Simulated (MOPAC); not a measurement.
Input file for MOPAC: PM3 on HF (SMILES F).

```
PM3 1SCF PRECISE CHARGE=0 THREADS=1
HF

F      0.99148193 1    -0.09911840 1     3.44628267 1
H      0.67139767 1     0.27406472 1     2.63505006 1
```

It printed:

```
*******************************************************************************
 **                                                                           **
 **                              MOPAC v23.2.5                                **
 **                                                                           **
 *******************************************************************************
 ** MOPAC's Digital Object Identifier: https://doi.org/10.5281/zenodo.6511958 **
 **                                                                           **
 ** Please cite the open-source release paper for use of this MOPAC version:  **
 ** J. E. Moussa and J. J. P. Stewart (2026)                                  **
 ** MOPAC: An open-source semiempirical molecular orbital program             **
 ** J. Open Source Softw., 11(119), 8025, https://doi.org/10.21105/joss.08025 **
 *******************************************************************************

                              PM3 CALCULATION RESULTS

 *******************************************************************************
 *  PM3        - The PM3 Hamiltonian to be used
 *
 *
 *
 *                 CHARGE ON SYSTEM = 0
 *
 *
 *
 *  PRECISE    - TIGHTER CRITERIA TO BE USED
 *  1SCF       - DO 1 SCF AND THEN STOP
 *  THREADS=1  - MULTI-THREADING NOT USED
 *  T=         - A TIME OF 172800.0 SECONDS REQUESTED
 *  DUMP=N     - RESTART FILE WRITTEN EVERY 7200.0 SECONDS REQUESTED
 *******************************************************************************
PM3 1SCF PRECISE CHARGE=0 THREADS=1
 HF

   ATOM   CHEMICAL          X               Y               Z
  NUMBER   SYMBOL      (ANGSTROMS)     (ANGSTROMS)     (ANGSTROMS)

     1       F          0.99148193  *  -0.09911840  *   3.44628267  *
     2       H          0.67139767  *   0.27406472  *   2.63505006  *



          CARTESIAN COORDINATES

    NO.       ATOM           X           Y           Z

     1         F          0.9915     -0.0991      3.4463
     2         H          0.6714      0.2741      2.6351

  H: (PM3): J. J. P. STEWART, J. COMP. CHEM. 10, 209 (1989).
  F: (PM3): J. J. P. STEWART, J. COMP. CHEM. 10, 209 (1989).

           Empirical Formula: H F  =     2 atoms



      MOLECULAR POINT GROUP   :   C*v


      RHF CALCULATION, NO. OF DOUBLY OCCUPIED LEVELS = 4


 -------------------------------------------------------------------------------
 PM3 1SCF PRECISE CHARGE=0 THREADS=1
 HF



     1SCF WAS SPECIFIED, SO BFGS WAS NOT USED
     SCF FIELD WAS ACHIEVED


                              PM3 CALCULATION
                                                       MOPAC v23.2.5 Linux




          FINAL HEAT OF FORMATION =        -62.66246 KCAL/MOL =    -262.17975 KJ/MOL


          COSMO AREA              =         39.73 SQUARE ANGSTROMS
          COSMO VOLUME            =         23.41 CUBIC ANGSTROMS

          IONIZATION POTENTIAL    =         16.115831 EV
          HOMO LUMO ENERGIES (EV) =        -16.116  3.508
          NO. OF FILLED LEVELS    =          4
          MOLECULAR WEIGHT        =         20.0063         POINT GROUP:  C*v

          MOLECULAR DIMENSIONS (Angstroms)

            Atom       Atom       Distance
            H     2    F     1     0.94859
            H     2    F     1     0.00000
            F     1    H     2     0.00000


          SCF CALCULATIONS        =          1





   ATOM   CHEMICAL          X               Y               Z
  NUMBER   SYMBOL      (ANGSTROMS)     (ANGSTROMS)     (ANGSTROMS)

     1       F          0.99148193  *  -0.09911840  *   3.44628267  *
     2       H          0.67139767  *   0.27406472  *   2.63505006  *

                             CARTESIAN COORDINATES

   1    F        0.991481930    -0.099118400     3.446282670
   2    H        0.671397670     0.274064720     2.635050060


           Empirical Formula: H F  =     2 atoms



      MOLECULAR POINT GROUP   :   C*v


                  EIGENVALUES
 -23.41116 -17.07699 -16.11583 -16.11583   3.50803


              NET ATOMIC CHARGES AND DIPOLE CONTRIBUTIONS

  ATOM NO.   TYPE          CHARGE      No. of ELECS.   s-Pop       p-Pop
    1          F          -0.168538        7.1685     1.64649     5.52204
    2          H           0.168538        0.8315     0.83146
 DIPOLE           X         Y         Z       TOTAL
 POINT-CHG.    -0.259     0.302    -0.657     0.768
 HYBRID        -0.220     0.257    -0.558     0.653
 SUM           -0.479     0.559    -1.215     1.421


          ATOMIC ORBITAL ELECTRON POPULATIONS

     Atom    s        px        py        pz
    1  F   1.64649   1.94558   1.92603   1.65044
    2  H   0.83146

 **********************
 *                    *
 * JOB ENDED NORMALLY *
 *                    *
 **********************




 == MOPAC DONE ==
```

The run finished.

Cost: roughly 0.020 core-seconds.
